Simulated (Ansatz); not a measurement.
BaF, SMILES [F][Ba+], charge +1. Atoms are numbered in the order given.

```xyz
2

Ba     0.0000     0.0000    -0.1920
F      0.0000     0.0000     1.8916
```
Charge +1, spin multiplicity 1.

Geometry: PBE0-D3(BJ)/def2-TZVPD. The spin state was assumed, not searched. The def2 effective core potentials stand for the cores of Ba; spin–orbit coupling is left out.

Two levels are set side by side: PBE-D3(BJ)/def2-TZVPD (Ansatz, a program for electronic structure) and PBE0-D3(BJ)/def2-TZVPD (Ansatz). Each level has its own optimised geometry; the coordinates shown are those of the second. Differences are taken from unrounded values.

```tsv
quantity	PBE0-D3(BJ)
bond Ba1–F2 (Å)	2.084
```

**Question.** What does PBE-D3(BJ) give, and how far is it from PBE0-D3(BJ)? (An estimate is asked for; the answer gives what the named calculation found.)

**Answer.** 
| quantity | PBE-D3(BJ) | PBE-D3(BJ) minus PBE0-D3(BJ) |
|---|---|---|
| bond Ba1–F2 (Å) | 2.094 | 0.011 |

Here PBE gives about what the other level gives.
